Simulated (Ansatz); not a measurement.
Basis-set extrapolation for C2H7FSi2 (`FC1C[SiH2][SiH2]1`) (PBE0-D4/def2-TZVP geometry, frozen core, Ansatz). Multiplicity 1, RHF reference.

|  | def2-TZVPP | def2-QZVPP |
| --- | --- | --- |
| HF | -757.169344 | -757.194697 |
| MP2 correlation | -0.831164 | -0.895241 |
| CCSD(T) correlation | -0.918900 | not run |

Energies in hartree. Use E(X) = E(∞) + A·exp(−7.88·√X) for Hartree–Fock and E(X) = E(∞) + B·X^(−2.97) for correlation, with X = 3 and 4, and add CCSD(T) minus MP2 of the smaller set to the MP2 limit.

Question: What is the CCSD(T) energy at the basis-set limit?

Answer: HF limit: -757.194697 + (-0.025353) × 0.13774 = -757.19819. MP2 limit: -0.895241 + (-0.064077) × 0.74074 = -0.94271. Higher-order term: -0.918900 − (-0.831164) = -0.08774. Total: -758.22864 hartree, 88.1 kcal/mol below CCSD(T)/def2-TZVPP.
